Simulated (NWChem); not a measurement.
System: C2H5FOSi; SMILES [SiH2](C(=O)C)F

Input file for NWChem:

```
start job
memory heap 200 mb stack 900 mb global 1100 mb
geometry units angstroms noautoz
  C     -1.491172     1.194466     0.000000
  C     -0.016265     0.860554     0.000000
  O      0.853070     1.720424     0.000000
  Si     0.678161    -0.934415     0.000000
  F     -0.511345    -2.033962     0.000000
  H     -1.976840     0.751612    -0.879728
  H     -1.634524     2.278857     0.000000
  H     -1.976840     0.751612     0.879728
  H      1.499940    -1.103265    -1.222541
  H      1.499940    -1.103265     1.222541
end
basis spherical
  * library def2-tzvp
end
dft
  xc pbe0
  iterations 150
  semidirect filesize 400000000
  mulliken
end
task dft energy
```

Excerpt of the output:

```
             Northwest Computational Chemistry Package (NWChem) 7.3.0
             --------------------------------------------------------

 CS  symmetry detected

                             Geometry "geometry" -> ""
                             -------------------------

 Output coordinates in angstroms (scale by  1.889725989 to convert to a.u.)

  No.       Tag          Charge          X              Y              Z
 ---- ---------------- ---------- -------------- -------------- --------------
    1 C                    6.0000    -1.42506615     1.34751653     0.00000000
    2 C                    6.0000     0.03057612     0.93769528     0.00000000
    3 O                    8.0000     0.94326145     1.75140606     0.00000000
    4 Si                  14.0000     0.63114401    -0.89081762     0.00000000
    5 F                    9.0000    -0.61369122    -1.92730851     0.00000000
    6 H                    1.0000    -1.93300974     0.93039980    -0.87972800
    7 H                    1.0000    -1.51208618     2.43787480     0.00000000
    8 H                    1.0000    -1.93300974     0.93039980     0.87972800
    9 H                    1.0000     1.44307951    -1.10198530    -1.22254100
   10 H                    1.0000     1.44307951    -1.10198530     1.22254100

 Effective nuclear repulsion energy (a.u.)     222.9002553378

      Symmetry information
      --------------------

 Group name             Cs
 Group number              2
 Group order               2
 No. of unique centers     8

                                 NWChem DFT Module
                                 -----------------

 Summary of "ao basis" -> "ao basis" (spherical)
 ------------------------------------------------------------------------------
       Tag                 Description            Shells   Functions and Types
 ---------------- ------------------------------  ------  ---------------------
 C                         def2-tzvp                11       31   5s3p2d1f
 O                         def2-tzvp                11       31   5s3p2d1f
 Si                        def2-tzvp                13       37   5s5p2d1f
 F                         def2-tzvp                11       31   5s3p2d1f
 H                         def2-tzvp                 4        6   3s1p

      Symmetry analysis of basis
      --------------------------

        a'        126
        a"         65

            General Information
            -------------------
          SCF calculation type: DFT
          Wavefunction type:  closed shell.
          No. of atoms     :    10
          No. of electrons :    48
           Alpha electrons :    24
            Beta electrons :    24
          Charge           :     0
          Spin multiplicity:     1
          Use of symmetry is: on ; symmetry adaption is: on
          Maximum number of iterations: 150
          AO basis - number of functions:   191
                     number of shells:    77
          Convergence on energy requested:  1.00D-06
          Convergence on density requested:  1.00D-05
          Convergence on gradient requested:  5.00D-04

              XC Information
              --------------
                         PBE0 Method XC Functional
                     Hartree-Fock (Exact) Exchange  0.250
          PerdewBurkeErnzerhof Exchange Functional  0.750
            Perdew 1991 LDA Correlation Functional  1.000 local
           PerdewBurkeErnz. Correlation Functional  1.000 non-local

             Grid Information
             ----------------
          Grid used for XC integration:  medium
          Radial quadrature: Mura-Knowles
          Angular quadrature: Lebedev.
          Tag              B.-S. Rad. Rad. Pts. Rad. Cut. Ang. Pts.
          ---              ---------- --------- --------- ---------
          C                   0.70       49          11.0       434
          O                   0.60       49          10.0       434
          Si                  1.10       88          11.0       590
          F                   0.50       49          12.0       434
          H                   0.35       45          12.0       434
          Grid pruning is: on
          Number of quadrature shells:   419
          Spatial weights used:  Erf1

      Superposition of Atomic Density Guess
      -------------------------------------

 Sum of atomic energies:        -540.87949852

      Non-variational initial energy
      ------------------------------

 Total energy =    -542.778051
 1-e energy   =   -1189.329600
 2-e energy   =     423.651293
 HOMO         =      -0.286476
 LUMO         =      -0.048833

      Symmetry analysis of molecular orbitals - initial
      -------------------------------------------------

  Numbering of irreducible representations:

     1 a'          2 a"

  Orbital symmetries:

     1 a'          2 a'          3 a'          4 a'          5 a'
     6 a'          7 a'          8 a"          9 a'         10 a'
    11 a'         12 a'         13 a'         14 a'         15 a"
    16 a'         17 a'         18 a"         19 a'         20 a'
    21 a"         22 a'         23 a"         24 a'         25 a"
    26 a'         27 a'         28 a'         29 a'         30 a"
    31 a'         32 a'         33 a"         34 a'

------------------------------------------------------------
EAF file 0: "./job.aoints.0" size=332398592 bytes
------------------------------------------------------------
               write      read    awrite     aread      wait
               -----      ----    ------     -----      ----
     calls:      634         0         0         0         0
   data(b): 3.32e+08  0.00e+00  0.00e+00  0.00e+00
   time(s): 0.00e+00  0.00e+00  0.00e+00  0.00e+00  0.00e+00
rate(mb/s): 0.00e+00  0.00e+00
------------------------------------------------------------

     ---------------------------------------------
      Total Density - Mulliken Population Analysis
     ---------------------------------------------

[...]
```

Level: PBE0/def2-TZVP. The geometry was optimised at B3LYP/6-31G* (spherical d).
